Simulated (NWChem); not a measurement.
Molecule: C3H11Si3, doublet; SMILES C1[SiH]C[SiH2]C[SiH2]1

```xyz
17

C     -0.9437    -0.4004    -1.5628
Si    -1.8629     0.1683     0.0000
C     -0.9437    -0.4004     1.5628
Si     0.8656     0.1752     1.5877
C      1.7406    -0.3686     0.0000
Si     0.8656     0.1752    -1.5877
H     -0.9714    -1.4967    -1.6247
H     -1.4620    -0.0203    -2.4521
H     -1.9538     1.6640     0.0000
H     -0.9714    -1.4967     1.6247
H     -1.4620    -0.0203     2.4521
H      0.9031     1.6613     1.6922
H      1.5739    -0.3758     2.7827
H      1.8238    -1.4648     0.0000
H      2.7674     0.0208     0.0000
H      0.9031     1.6613    -1.6922
H      1.5739    -0.3758    -2.7827
```
Atoms are numbered in this order, from 1.

Computed with NWChem. Pople sets run with spherical d functions. Spin-unrestricted. The geometry was optimised at B3LYP/6-31G* (spherical d), spin-unrestricted. No frequency run checked for a minimum. No stability test was run on the SCF state. Level r2SCAN/6-31G*: energy and gradient on several grids; changes count from the extra-fine grid, which is no exact limit either.

Problem. Which is the coarsest grid (fine; coarse; xfine; xcoarse; medium) from which on the energy stays within 500 μHa and each gradient component within 500 μHa/bohr of xfine?

Solution. medium.
```csv
grid,size of the energy change (μHa),largest change of a gradient component (μHa/bohr),"time, medium = 1 (rough)"
xcoarse,4000,3000,about 1
coarse,800,600,about 1
medium,200,80,about 1
fine,< 10,70,about 1
xfine,< 10,< 30,3
```
